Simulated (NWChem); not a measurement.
System: C2H3ClFGa; SMILES C=[CH][Ga]([F])[Cl]

Parts of the log:

```
             Northwest Computational Chemistry Package (NWChem) 7.3.0
             --------------------------------------------------------

                             Geometry "geometry" -> ""
                             -------------------------

 Output coordinates in angstroms (scale by  1.889725989 to convert to a.u.)

  No.       Tag          Charge          X              Y              Z
 ---- ---------------- ---------- -------------- -------------- --------------
    1 Ga                  31.0000    -0.41411000    -0.04144900     0.00000000
    2 F                    9.0000    -2.03658600     0.62540900     0.00000000
    3 Cl                  17.0000     1.14793800     1.45996500     0.00000000
    4 C                    6.0000    -0.05414700    -1.94599600     0.00000000
    5 C                    6.0000     1.19844600    -2.41829000     0.00000000
    6 H                    1.0000    -0.89985500    -2.63180300     0.00000000
    7 H                    1.0000     1.40909800    -3.48758200     0.00000000
    8 H                    1.0000     2.06766600    -1.76395900     0.00000000

 Effective nuclear repulsion energy (a.u.)     420.3580914093

  xc_inp: hfexch multiplicative factor not found.
                              NWChem Property Module
                              ----------------------

  itol2e modified to match energy
  convergence criterion.

                                 NWChem DFT Module
                                 -----------------

 Summary of "ao basis" -> "ao basis" (spherical)
 ------------------------------------------------------------------------------
       Tag                 Description            Shells   Functions and Types
 ---------------- ------------------------------  ------  ---------------------
 Ga                          sto-3g                  8       18   4s3p1d
 F                           sto-3g                  3        5   2s1p
 Cl                          sto-3g                  5        9   3s2p
 C                           sto-3g                  3        5   2s1p
 H                           sto-3g                  1        1   1s

  itol2e modified to match energy
  convergence criterion.

[...]

          -----------------------------------------
          Chemical Shielding Tensors (GIAO, in ppm)
          -----------------------------------------

                                NWChem CPHF Module
                                ------------------

  scftype          =     RHF
  nclosed          =       36
  nopen            =        0
  variables        =      324
  # of vectors     =        3
  tolerance        = 0.10D-03
  level shift      = 0.00D+00
  max iterations   =       50
  max subspace     =       30

 SCF residual:    3.3581961364132713E-005

Iterative solution of linear equations
  No. of variables      324
  No. of equations        3
  Maximum subspace       30
        Iterations       50
       Convergence  1.0D-04

   iter   nsub   residual    time
   ----  ------  --------  ---------
     1      3    1.69D+00       5.0
     2      6    3.52D-01       5.5
     3      9    1.56D-01       6.1
     4     12    7.13D-02       6.6
     5     15    2.87D-02       7.2
     6     18    1.09D-02       7.7
     7     21    4.79D-03       8.3
     8     24    2.20D-03       8.8
     9     27    5.26D-04       9.4
    10     30    1.22D-04       9.9
    11     30    2.11D-05      10.5

      Atom:    1  Ga
        Diamagnetic
   2610.9577      1.3958      0.0000
      1.3958   2617.1222      0.0000
      0.0000      0.0000   2608.0489

        Paramagnetic
  -1466.3940   -120.4073      0.0000
   -120.4073  -1082.5015     -0.0000
      0.0000     -0.0000   -695.9266

        Total Shielding Tensor
   1144.5637   -119.0115      0.0000
   -119.0115   1534.6207     -0.0000
      0.0000     -0.0000   1912.1223

           isotropic =    1530.4356
          anisotropy =     572.5301

          Principal Components and Axis System
                 1           2           3
             1912.1223   1568.0651   1111.1194

      1         0.0000     -0.2705      0.9627
      2        -0.0000      0.9627      0.2705
      3         1.0000      0.0000      0.0000

      Atom:    2  F
        Diamagnetic
    480.6903    -17.8746     -0.0000
    -17.8746    441.5810      0.0000
     -0.0000      0.0000    434.3344

        Paramagnetic
   -185.9099     -0.2090     -0.0000
     -0.2090   -120.9145     -0.0000
     -0.0000     -0.0000    324.2407

        Total Shielding Tensor
    294.7804    -18.0836     -0.0000
    -18.0836    320.6665     -0.0000
     -0.0000     -0.0000    758.5751

           isotropic =     458.0073
          anisotropy =     450.8516

          Principal Components and Axis System
                 1           2           3
              758.5751    329.9617    285.4852

      1        -0.0000     -0.4572      0.8894
      2        -0.0000      0.8894      0.4572
      3         1.0000      0.0000      0.0000

      Atom:    3  Cl
        Diamagnetic
   1131.9038      6.2388      0.0000
      6.2388   1132.6173      0.0000
      0.0000      0.0000   1125.3319

        Paramagnetic
    -43.5012    -77.1844     -0.0000
    -77.1844      6.3258     -0.0000
     -0.0000     -0.0000    319.4587

        Total Shielding Tensor
   1088.4025    -70.9456     -0.0000
    -70.9456   1138.9431     -0.0000
     -0.0000     -0.0000   1444.7906

           isotropic =    1224.0454
          anisotropy =     331.1178

          Principal Components and Axis System
                 1           2           3
             1444.7906   1188.9846   1038.3610

      1         0.0000     -0.5764      0.8172
      2         0.0000      0.8172      0.5764
      3         1.0000      0.0000      0.0000

[...]
```

Level: Hartree-Fock/STO-3G, GIAO. STO-3G and 3-21G are far too small for this property and stand as cheap habits. Geometry: optimised at B3LYP/6-31G* (spherical d). The printed shielding anisotropy is the first printed principal value minus the mean of the other two.

Which NWChem input produces such a log?

This is not unique; one that fits is the input that was run:
```
start job
memory heap 200 mb stack 900 mb global 1100 mb
geometry units angstroms noautosym nocenter noautoz
  Ga    -0.414110    -0.041449     0.000000
  F     -2.036586     0.625409     0.000000
  Cl     1.147938     1.459965     0.000000
  C     -0.054147    -1.945996     0.000000
  C      1.198446    -2.418290     0.000000
  H     -0.899855    -2.631803     0.000000
  H      1.409098    -3.487582     0.000000
  H      2.067666    -1.763959     0.000000
end
basis spherical
  Ga library sto-3g
  F library sto-3g
  Cl library sto-3g
  C library sto-3g
  H library sto-3g
end
dft
  xc hfexch
  iterations 150
end
property
  shielding
end
task dft property
```
